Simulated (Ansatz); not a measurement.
A made-up structure of BGeH₄ (charge +1), singlet:

```tsv
atom	x (Å)	y (Å)	z (Å)
B1	0.0159	0.9226	-0.0860
Ge2	-0.0194	-1.1107	0.1033
H3	-1.3673	-1.7899	0.1458
H4	1.3042	-1.8320	0.1917
H5	0.0422	1.4601	-1.1023
H6	0.0118	1.6386	0.8138
```

It is relaxed with PBE-D4/def2-SVP and then PBE0-D4/def2-TZVP (Ansatz 0.2.0). Atoms count as bonded within 1.22 times the sum of their covalent radii (H–H: 0.88 Å). The end point is not checked to be a true minimum.

Question: Does its bonding change? (A judgement: the text doesn't fix the answer.)

Answer: By the calculation: No: no bond forms or breaks.

Where it ends: The first stage lowers the energy by 0.21 eV in 5 steps. It ends as BGeH₄ ([BH2][GeH2]), total charge +1:
```xyz
6
angstrom
B 0.0171 0.9919 -0.0924
Ge -0.0181 -1.0411 0.0970
H -1.3126 -1.8547 0.1525
H 1.2473 -1.8951 0.1966
H 0.0434 1.4460 -1.1915
H 0.0104 1.6416 0.9040
```

Labels in which every atom is bracketed show which atoms are joined, not bond orders.

For scale, one of the runs: PBE0-D4/def2-TZVP relaxation, 103 basis functions, launched by `ansatz run in.yaml --threads 2 --pin off --events-out ev --progress --plain --max-ram 4352MiB`. The run took about 7 s on 2 CPU threads of an Arm Neoverse V1 (shared host).
